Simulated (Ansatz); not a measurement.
Isolated molecules relaxed with PBE0-D4/def2-TZVP in Ansatz; ΔE leaves out vibrations. CBS: MP2 limit from def2 TZ/QZ plus the TZ coupled-cluster correction, frozen cores. This one scheme is used for every species. Functionals use def2-TZVPP. One conformer a species, not always the lowest.

Consider the hydrogenolysis of a B–F bond: `N[SiH2]B(F)F` + H₂ → `N[SiH2]BF` + H–F.

Problem. Is it downhill or uphill in electronic energy at CCSD(T)/CBS, and by how much? (Estimate.)

Solution. Computed: Uphill: ΔE = +142.8 kJ/mol.

Problem. What do these levels give: LDA (SPW92), r2SCAN-D4, r2SCANh-D4, ωB97M-V, revPBE, BLYP, PBE0, r2SCANh, BHLYP, LC-ωPBE, MP2/def2-SVP, CCSD/CBS(def2)? (An estimate is asked.)

Solution. Ansatz gave: LDA (SPW92) 155.3, r2SCAN-D4 157.4, r2SCANh-D4 155.4, ωB97M-V 151.0, revPBE 143.4, BLYP 150.3, PBE0 143.8, r2SCANh 155.0, BHLYP 147.8, LC-ωPBE 145.4, MP2/def2-SVP 162.7, CCSD/CBS(def2) 140.3 kJ/mol.

Largest T1 diagnostic among the species: 0.013.

At CCSD(T), def2-SVP lies +15.4 kJ/mol from the extrapolated value and def2-TZVPP +3.3 kJ/mol. Leaving LDA and LC-ωPBE aside and taking each functional with its dispersion term where it has one, the values, not all of them listed here, spread over 12.5 kJ/mol, from HSE06-D4 to r2SCAN-D4. LDA lies +8.4 kJ/mol from PBE without D4. From PBE to PBE0 (25 % exact exchange), in def2-TZVPP and without D4, ΔE moves by −3.1 kJ/mol.
